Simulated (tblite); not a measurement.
Compound: C4H3ClSe.
Numbering: `[Cl:1][c:2]1[cH:3][cH:4][cH:5][se:6]1` (hydrogens: H7 on C3; H8 on C4; H9 on C5)

Computed with GFN2-xTB (tblite), gas phase: L-BFGS steps from a force-field or distance-geometry start until the largest atomic force falls under 0.01 eV/Å.

Step 4: E = -483.7862 eV
```
atom  x, y, z in Å  |  force x, y, z in eV/Å
Cl1     2.9892    0.2815    0.3007   -0.117   0.414  -0.007
C2      1.2848    0.3815    0.1314    0.020  -0.377  -0.011
C3      0.5283   -0.7404    0.0286    0.511  -0.763   0.073
C4     -0.8429   -0.5325   -0.0960   -1.038   0.004  -0.141
C5     -1.2593    0.7622   -0.1097    0.066  -0.170   0.011
Se6     0.2159    1.9107    0.0617   -0.224   0.245  -0.017
H7      0.9271   -1.7479    0.0485    0.114   0.264   0.007
H8     -1.5265   -1.3690   -0.1846    0.062   0.193   0.018
H9     -2.3030    1.0600   -0.2057    0.607   0.189   0.067
```

Step 5: E = -483.8273 eV
```
atom  x, y, z in Å  |  force x, y, z in eV/Å
Cl1     2.9571    0.3053    0.2977    0.264   0.362   0.031
C2      1.2652    0.3766    0.1304    0.083  -0.496  -0.015
C3      0.5296   -0.7583    0.0277   -0.220  -0.110   0.029
C4     -0.8567   -0.5392   -0.0964   -0.061  -0.120  -0.066
C5     -1.2425    0.7575   -0.1093    0.045  -0.010   0.024
Se6     0.2242    1.9135    0.0626   -0.330   0.146  -0.031
H7      0.9368   -1.7487    0.0493    0.209  -0.096   0.008
H8     -1.5318   -1.3712   -0.1854   -0.154   0.040  -0.004
H9     -2.2683    1.0705   -0.2017    0.164   0.284   0.023
```

Step 6: E = -483.8417 eV
```
atom  x, y, z in Å  |  force x, y, z in eV/Å
Cl1     2.9511    0.3193    0.2972    0.272   0.310   0.031
C2      1.2594    0.3661    0.1297    0.161  -0.151   0.003
C3      0.5272   -0.7653    0.0281   -0.364  -0.158   0.004
C4     -0.8629   -0.5435   -0.0977    0.217  -0.029  -0.027
C5     -1.2362    0.7557   -0.1088    0.024  -0.021   0.020
Se6     0.2215    1.9167    0.0624   -0.207  -0.040  -0.023
H7      0.9436   -1.7507    0.0497    0.173  -0.150   0.006
H8     -1.5361   -1.3711   -0.1858   -0.258  -0.060  -0.019
H9     -2.2540    1.0788   -0.2000   -0.018   0.299   0.005
```

Question: Estimate the geometry and energy of step 7. (The exact step hangs on the optimiser's Hessian estimate; all steps are aligned on step 6, rigid shifts and turns removed.)

Answer: E = -483.8569 eV, largest force 0.299 eV/Å
```
atom  x, y, z in Å  |  force x, y, z in eV/Å
Cl1     2.9476    0.3429    0.2971    0.204   0.218   0.023
C2      1.2546    0.3530    0.1289    0.086   0.042   0.004
C3      0.5196   -0.7791    0.0286   -0.108   0.063   0.011
C4     -0.8682   -0.5488   -0.0999    0.251  -0.122  -0.001
C5     -1.2275    0.7526   -0.1078   -0.128   0.055   0.000
Se6     0.2157    1.9181    0.0618    0.016  -0.247  -0.005
H7      0.9549   -1.7555    0.0504    0.090  -0.208   0.001
H8     -1.5466   -1.3722   -0.1866   -0.266  -0.050  -0.024
H9     -2.2365    1.0951   -0.1977   -0.144   0.250  -0.010
```

The energy changes by -0.0153 eV. The first-order estimate −F·Δx gives -0.0231 eV and the mean of the old and new forces, exact on a quadratic surface, -0.0153 eV. The step makes an angle of 52° with the force vector and moves no atom by more than 0.024 Å.

The cost below is that of the whole relaxation. On one thread, Arm Neoverse V2 (aarch64), shared host, this took under 0.1 s.
